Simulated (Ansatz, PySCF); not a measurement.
CH₄NO, SMILES NC=[OH+], charge +1.

Coordinates come from a B3LYP-D3(BJ)/def2-TZVP optimisation. The isomer is the one that the SMILES or the coordinates give; other isomers of the formula were not compared. The values are those of a single conformer.

Vertical ionisation energy (IE) and electron affinity (EA) in eV. Rows of orbital energies are one-electron estimates. Where ΔSCF, EOM or ADC give a negative EA the extra electron is unbound and the value depends on the basis.

```json
[
 {"level": "−ε(HOMO), −ε(LUMO), PBE0/def2-TZVPD (PySCF)", "IE": "16.08", "EA": "7.19"},
 {"level": "−ε(HOMO), −ε(LUMO), PBE/def2-TZVPD (PySCF)", "IE": "14.61", "EA": "8.34"},
 {"level": "ADC(2)/aug-cc-pVDZ (PySCF)", "IE": "17.97", "EA": "3.72"},
 {"level": "ΔSCF, PBE0/def2-TZVPD (Ansatz), final states of multiplicity 2 and 2", "IE": "18.76", "EA": "4.69"},
 {"level": "ΔSCF, PBE/def2-TZVPD (Ansatz), final states of multiplicity 2 and 2", "IE": "?", "EA": "?"}
]
```

Problem. Fill in the missing entries. (An estimate is asked for; the answer gives what the named calculation found.)

Solution. 
- ΔSCF, PBE/def2-TZVPD (Ansatz, a quantum-chemistry and plane-wave program), final states of multiplicity 2 and 2, IE: 18.73
- ΔSCF, PBE/def2-TZVPD (Ansatz), final states of multiplicity 2 and 2, EA: 4.60

Problem. What vertical singlet–triplet gap does ΔSCF give with PBE0/def2-TZVPD (Ansatz) and with PBE/def2-TZVPD (Ansatz)? (An estimate is asked for; the answer gives what the named calculation found.)

Solution. 5.71 and 5.73 eV (triplet above singlet where positive).

Problem. Give the lowest 1s main lines (those of the lightest heavy element) from CVS-ADC(2)-x/aug-cc-pVDZ (PySCF, non-relativistic), with pole strengths. (Estimate from the structure and the level; the computed values follow.)

Solution. 304.0 eV (1.51).

Problem. Beyond the first one, list the lowest photoelectron lines from ADC(2)/aug-cc-pVDZ in PySCF with their pole strengths (two spins summed). (An estimate is asked for; the answer gives what the named calculation found.)

Solution. 19.96 eV (1.75), 21.61 eV (1.76), 22.53 eV (1.82), 25.63 eV (1.76), 26.16 eV (1.76).
